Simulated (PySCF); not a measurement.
Mayer bond orders and bond lengths

Species: C2H7FSi2.
SMILES with atom numbers: `[F:1][SiH2:2]/[CH:3]=[CH:4]/[SiH3:5]` (hydrogens: H6, H7 on Si2; H8 on C3; H9 on C4; H10, H11, H12 on Si5)

Cartesian coordinates in Å at the PBE0-D3(BJ)/def2-SVP level; atoms count from 1:
```xyz
12
C2H7FSi2 angstrom
F      2.5531   -0.6949    1.0571
Si     2.2744    0.3296   -0.1796
C      0.4311    0.3847   -0.4302
C     -0.4042   -0.3313    0.3442
Si    -2.2701   -0.3296    0.1617
H      2.9840   -0.1929   -1.3819
H      2.8251    1.6652    0.1878
H      0.0169    1.0177   -1.2293
H      0.0424   -0.9521    1.1347
H     -2.6349    0.5351   -1.0018
H     -2.7802   -1.7170   -0.0636
H     -2.9197    0.2015    1.3998
```

Bond orders from the PBE0/pcSseg-1 density (PySCF). Geometry: PBE0-D3(BJ)/def2-SVP, one conformer, isolated molecule.

Task: Where do the orders between heavy atoms depart from those drawn in the SMILES?

Result: The largest departure is 0.110, at F1–Si2 (drawn single, 0.890) and C4–Si5 (drawn single, 0.890).

Task: Set the Mayer orders of the bonds between heavy atoms beside their lengths.

Result: 
```json
{"bond": "F1–Si2", "drawn as": "single", "length (Å)": "1.630", "Mayer order": "0.890"}
{"bond": "Si2–C3", "drawn as": "single", "length (Å)": "1.861", "Mayer order": "0.897"}
{"bond": "C3–C4", "drawn as": "double", "length (Å)": "1.345", "Mayer order": "1.929"}
{"bond": "C4–Si5", "drawn as": "single", "length (Å)": "1.875", "Mayer order": "0.890"}
```

Task: And the bonds to hydrogen?

Result: H–Si: 0.91 to 0.94 (5 bonds); C–H: 0.93 (2 bonds).

Task: Sum the orders of all bonds at each heavy atom with more than one neighbour and set the sums beside the valence in the SMILES.

Result: Si2 3.608 (drawn 4), C3 3.755 (drawn 4), C4 3.744 (drawn 4), Si5 3.706 (drawn 4). Orders between atoms that aren't bonded are not in these sums.

For a closed shell the Mayer order of atoms A and B is Σ (PS)μν (PS)νμ over the basis functions μ on A and ν on B, with P the density and S the overlap matrix.

The run behind these numbers computed NMR shieldings as well. On one thread of an Arm Neoverse V1, shared host, this took 12 s of wall time and 0.65 GiB of memory at its peak.
